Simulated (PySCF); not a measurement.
HP, SMILES [PH], multiplicity 3. Geometry optimised at PBE0-D3(BJ)/def2-TZVPD.

The numbers are results of PBE0-D3(BJ)/def2-TZVPD (PySCF 2.14.0), not measurements.

Harmonic wavenumbers (cm⁻¹): 2375. Rotational constants (GHz): 253.9 (linear); symmetry number 1.

### Question
Work out the zero-point energy and the ideal-gas rigid-rotor harmonic-oscillator thermochemistry at 298.15 K and 1 atm.

### Answer
ZPE = ½ Σ hcν = ½ × 2375 cm⁻¹ = 3.40 kcal/mol. H − E(el) = 5.47 kcal/mol. Entropy in cal/(mol K): translation 36.32, rotation 8.34, vibration 0.00, spin 2.18, total 46.84. G − E(el) = -8.50 kcal/mol. Cp = 6.96 cal/(mol K).
